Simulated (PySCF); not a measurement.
NMR data simulated for an unnamed compound:

1H NMR (300 MHz, computed): δ 5.15 (br, 1H), 4.69 (m, 1H), 4.64 (br, 1H), 3.70 (m, 3H), 3.37 (m, 1H), 3.21 (m, 1H), 0.40 (d, 3H).

13C{1H} NMR (computed): δ 154.2 (C), 109.9 (C), 95.5 (C), -0.7 (CH3).

Theory: geometry from GFN2-xTB, NMR shieldings at PBE0/pcSseg-1/GIAO, in PySCF 2.14.0 with density-fitted response routines (a single conformation, relativity neglected, in vacuum, one averaged value for each set of equivalent atoms).

Referencing at the same level of theory: TMS for 1H (31.72 ppm) and 13C (186.93 ppm).

**Question.** Which of these does the molecule contain: a Si–CH3 group, a C≡C triple bond, an OH group, an amide, a non-aromatic C=C double bond, an S-methyl group?

**Answer.** 
- A Si–CH3 group: yes (δC -0.7; δH 0.40 (d)).
- A C≡C triple bond: yes (δC 95.5, 109.9).
- An OH group: no.
- An amide: yes (δC 154.2).
- A non-aromatic C=C double bond: no.
- An S-methyl group: no.

The data belong to `C[Si@H](C#CC(N)=O)[SiH2][SiH3]`, C4H11NOSi3; they needn't prove each group on their own.

Carbon signals by region: 2 in the sp2 and nitrile region (100–160 ppm), 1 at 50–100 ppm, 1 below 50 ppm.

The OH or NH signal is concentration- and solvent-dependent in practice; the value given is the gas-phase one. The two substituents on the amide-type nitrogen aren't averaged: C–N rotation is slow on the NMR time scale. Shifts are as computed. Against solution values, carbons near 30 ppm lie about +3 ppm off and those near 130 ppm about +5 ppm. Of 1211 compounds with measured shifts, 218 miss one by over three times the rms of a fit or turn the order of signals round; such compounds aren't used in these exercises. Hydrogen bonding in solution deshields acid and N–H amide carbonyl carbons by as much as 10 ppm beyond these values. No couplings were computed; multiplicities are counted from neighbouring protons, with m where these are inequivalent, close in shift, in a saturated or five-membered ring or joined by F or P, and br s for small geminal =CH2 splittings.
